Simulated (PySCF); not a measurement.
Species: C₆H₁₄N (doublet state).
Cartesian coordinates in Å at the GFN2-xTB level; atoms count from 1:
```
atom  x, y, z in Å
C1     2.0247   -0.9321    0.5558
C2     0.8321   -0.1983    1.0340
C3    -0.1549    0.4373    0.1198
C4     0.5528    1.2357   -0.9890
C5    -1.0728    1.3705    0.9131
C6    -1.0265   -0.6575   -0.5555
N7    -1.7241   -1.4309    0.4561
H8     2.8776   -0.2575    0.4027
H9     2.3383   -1.6792    1.2848
H10    1.8369   -1.4260   -0.3981
H11    0.7068   -0.0684    2.0948
H12    1.1607    2.0221   -0.5480
H13    1.1966    0.5956   -1.5860
H14   -0.1815    1.6940   -1.6476
H15   -1.6522    0.7937    1.6276
H16   -1.7612    1.8821    0.2451
H17   -0.4862    2.1159    1.4452
H18   -0.3784   -1.2728   -1.2028
H19   -1.7787   -0.1810   -1.1905
H20   -1.0448   -1.8602    1.0780
H21   -2.2740   -2.1660    0.0258
```

The hyperfine couplings belong to this conformer and change with its torsions.

As a line formula: `C[CH]C(C)(C)CN` [radical].

Theory: UKS B3LYP, pcH-1 on C H N, non-relativistic, mean-field spin-orbit, GIAO (PySCF 2.14.0). One conformer (not necessarily the lowest) at the GFN2-xTB geometry, without solvent, vibrations or thermal averaging. The geometry wasn't refined by DFT: couplings that depend on bond lengths, twists or pyramidal angles can differ widely from those at the functional's own minimum. Stability of the SCF solution: not tested.

(1) The isotropic 13C couplings, averaged over equivalent nuclei, are +89.4, +48.1, -33.7, -30.2, +21.6 MHz. Assign them to C1; C2; C3; C4/C5; C6.

Results:

(1) 
```
 site  a_iso (MHz)  ρ(0) (bohr⁻³)                 position  distance from C2 (Å)  spin population  largest |T| (MHz)
   C1        -33.7        -0.0300           1 bond from C2                  1.48            -0.09                2.4
   C2        +89.4        +0.0795  largest spin population                  0.00            +1.03              159.8
   C3        -30.2        -0.0269           1 bond from C2                  1.49            -0.07                1.9
C4/C5        +21.6        +0.0192          2 bonds from C2                  2.48            +0.01                4.3
   C6        +48.1        +0.0428          2 bonds from C2                  2.49            +0.04                9.5
```

ρ(0) is the spin density at the nucleus and T the dipolar tensor; entries for several nuclei are means. The largest Mulliken spin populations are on C2 (+1.03), C1 (-0.09), C3 (-0.07) and H8 (+0.06). No atom but C2 exceeds +0.15. The angles at C2 add up to 359.9°, so it is planar; its axial dipolar tensor and the negative coupling of its proton fit spin in a p orbital normal to that plane.

The spin density at the nucleus, in bohr⁻³, is negative for C1 (-0.0300), C3 (-0.0269) and H11 (-0.0143), for instance. A restricted open-shell determinant has no negative spin density anywhere; here it arises because α and β orbitals differ (spin polarisation).

Means are taken over nuclei equivalent by connectivity, which assumes that they swap fast. The three 1H nuclei of mean +76.3 MHz run from 35.9 to 151.0 MHz in the frozen geometry. The six 1H nuclei of mean 0.0 MHz run from -2.4 to 8.5 MHz in the frozen geometry. The 13C value of +21.6 MHz is a mean of couplings from 3.7 to 39.5 MHz in this one geometry, not an average over conformers. The 1H value of -0.2 MHz is a mean of couplings from -3.6 to 3.2 MHz in this one geometry, not an average over conformers.
